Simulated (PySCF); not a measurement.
I²⁺ (iodine, charge +2): UHF calculation

Configuration: [Kr] 4d10 5s2 5p3, high-spin 4S determinant. Calculation: PySCF 2.14, in aug-cc-pVTZ-PP with ECP28MDF (6s5p4d2f, 55 functions); a scalar-relativistic core potential.

```json
{"Total energy": "-293.662047 hartree", "One-electron energy": "-495.7786 hartree", "Hartree (Coulomb) energy": "222.6500 hartree", "Exchange energy": "-20.5335 hartree", "⟨S²⟩": "3.7515", "⟨L²⟩": "0.000", "Sum of ⟨r⟩": "26.17 bohr", "Sum of ⟨r²⟩": "40.24 bohr²"}
```

| shell | electrons | mean orbital energy (eV) | rms radius, mean of both spins (bohr) |
| --- | --- | --- | --- |
| 4s α | 1 | -231.28 | 0.796 |
| 4s β | 1 | -230.50 | 0.796 |
| 4p α | 3 | -172.05 | 0.853 |
| 4p β | 3 | -171.27 | 0.853 |
| 4d α | 5 | -82.895 | 0.995 |
| 4d β | 5 | -82.282 | 0.995 |
| 5s α | 1 | -45.283 | 2.03 |
| 5s β | 1 | -37.242 | 2.03 |
| 5p α | 3 | -30.307 | 2.34 |

Energies and moments cover only the electrons outside the core potential.
